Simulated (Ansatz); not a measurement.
```yaml
crystal:
  periodic: [true, true, true]
  atoms:
    - {symbol: Si, position_ang: [-1.361426, 1.883957, -0.518642]}
    - {symbol: Si, position_ang: [-0.258679, 0.974973, 1.330296]}
    - {symbol: Ge, position_ang: [1.431856, -0.527120, 0.587399]}
    - {symbol: Ge, position_ang: [0.477219, -2.194847, -0.889983]}
    - {symbol: H, position_ang: [-2.011718, 0.791773, -1.292053]}
    - {symbol: H, position_ang: [-2.402354, 2.862867, -0.105048]}
    - {symbol: H, position_ang: [-0.382070, 2.570697, -1.403318]}
    - {symbol: H, position_ang: [-1.232361, 0.222255, 2.169565]}
    - {symbol: H, position_ang: [0.336216, 2.057994, 2.162171]}
    - {symbol: H, position_ang: [2.106743, -1.223943, 1.784076]}
    - {symbol: H, position_ang: [2.517849, 0.253778, -0.176871]}
    - {symbol: H, position_ang: [-0.677702, -2.925010, -0.184591]}
    - {symbol: H, position_ang: [-0.076231, -1.516106, -2.153840]}
    - {symbol: H, position_ang: [1.532668, -3.231257, -1.309162]}
basis:
  gaussian: {orbitals: cc-pVTZ, fitting: {mean_field: cc-pVTZ-jkfit}, final_grid: {core_spheres: 8, valence_spheres: 7, degree: 23}}
magnetization: {spin_polarized: true, initial_magnetization: 2}
hamiltonian: {xc: {name: PBE}, dispersion: d3bj}
accuracy: high
output: {forces: true}
```

```sh
$ ansatz run in.yaml --threads 4 --pin off --events-out ev --progress --plain --max-ram 11315MiB
```

(1) How does Ansatz answer? (An estimate is asked.)

## Answers

(1) Ansatz gave: The program refused the input.
```
Error: YAML parse error: error: line 2 column 3: crystal: missing field `lattice` (a structure is typed as `lattice` and `atoms`, a molecule's as `atoms` in Å alone, or read from a run's directory, `checkpoint`)
 --> <input>:2:3
1 | crystal:
2 |   periodic: [true, true, true]
3 |   atoms:
4 |     - {symbol: Si, position_ang: [-1.361426, 1.883957, -0.518642]}
```
